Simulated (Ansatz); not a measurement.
`N#[C][In]([F])[Cl]` + `C#[C][GaH][Cl]` → `C#[C][In]([F])[Cl]` + `N#[C][GaH][Cl]`  (redistribution)

Program: Ansatz. Geometries: PBE0-D4/def2-TZVP. ΔE: electronic, gas phase. CCSD(T)/CBS is the MP2 limit (def2-TZVPP, def2-QZVPP) plus CCSD(T) − MP2 in def2-TZVPP, frozen cores. DFT in def2-TZVPP. def2 core potentials past Kr. For Ga, In outer-core shells are correlated without core-valence functions, which leaves a few kJ/mol of doubt a bond. Scalar relativity is left out up to krypton.

```
          level  ΔE (kcal/mol)
         PBE-D4           -0.8
      r2SCAN-D4           -0.9
  HF/def2-TZVPP           -1.3
CCSD/def2-TZVPP           -1.4
```

(1) What does CCSD(T)/CBS give? (Best estimate.)

(2) What do rigid-rotor, harmonic-oscillator terms from PBE0-D4/def2-TZVP frequencies (298.15 K, 1 bar) make of the CCSD(T)/CBS value? (Best estimate.)

Largest T1 diagnostic among the species: 0.016.

## Answers

(1) The calculation gave: -1.1 kcal/mol. The listed levels differ from it by 0.3, 0.2, -0.2, -0.3 kcal/mol.

(2) Computed: ΔZPE = 0.0 kcal/mol, ΔH = -1.1 kcal/mol, ΔS = 0 J/(mol·K), ΔG = -1.1 kcal/mol.

Leaving LDA and LC-ωPBE aside and taking each functional with its dispersion term where it has one, the values, not all of them listed here, spread over 0.8 kcal/mol, from PBE-QIDH to B97M-V.
